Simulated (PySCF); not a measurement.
Computed shifts of a molecule C₄H₅FO, KT2/pcSseg-1 run with PySCF, GIAO, gas phase, equivalent atoms averaged, in ppm (number of nuclei): ¹⁹F: -218.8 (1). ¹³C: 151.0 (1), 129.4 (1), 74.6 (1), 35.2 (1). ¹H: 6.72 (1), 4.89 (2), 3.49 (2). References: ¹⁹F against CFCl3 (σ = 127.1 ppm); ¹³C against TMS (σ = 185.1 ppm); ¹⁷O against H2O (σ = 330.4 ppm); ¹H against TMS (σ = 31.47 ppm), references at their B3LYP-D3(BJ)/def2-TZVP geometries, non-relativistic. Geometry optimised at PBE-D3(BJ)/def2-SVP. The geometry has at least one imaginary mode, so it is a saddle point at that level. Other conformers were not sampled.

Q: Identify the compound among the candidates.
A. C[C@@]1(F)C=CO1
B. FC=C1COC1
C. FC1=COCC1
D. C=COC(=C)F

A: C, FC1=COCC1
